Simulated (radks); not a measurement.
Problem. Numerical settings for neutral bromine, [Ar] 3d10 4s2 4p5. Calculated with a radial shooting solver on a logarithmic mesh with Libxc functionals: Dirac Kohn-Sham, PBE, spin-unpolarised, spherical densities, point nucleus; open shells fill j = l - 1/2 first. The defaults (mesh step 0.008 in ln r, mesh end at 40 bohr or more with all orbitals vanishing there, Anderson mixing 0.5 over 9 steps, residual threshold near 1e-9 with the energy settled to 1e-9 hartree or 1e-11 of itself, here a cap of 70 iterations) give E = -2606.5971 hartree and 4p3/2 at -7.675 eV in 14 iterations. Run on one thread of a shared host, so times are rough (Arm Neoverse V2): 0.1 s of CPU time, 0.1 s wall, 14 iterations on 2669 mesh points. One setting is changed at a time: mesh step in ln r 0.005; mesh step in ln r 0.003; mesh step in ln r 0.02; mesh end (bohr) 12; mesh end (bohr) 20; residual threshold 1e-16; residual threshold 1e-13; mixing 0.2; linear mixing, mixing 1; linear mixing, mixing 0.5; mixing history 20; iteration cap 8. Which runs fail to converge, and which converge to a wrong energy?

Solution. Not converged within the cap: residual threshold 1e-16; linear mixing, mixing 1; iteration cap 8. No run marked as converged misses the energy by more than 1 mhartree.
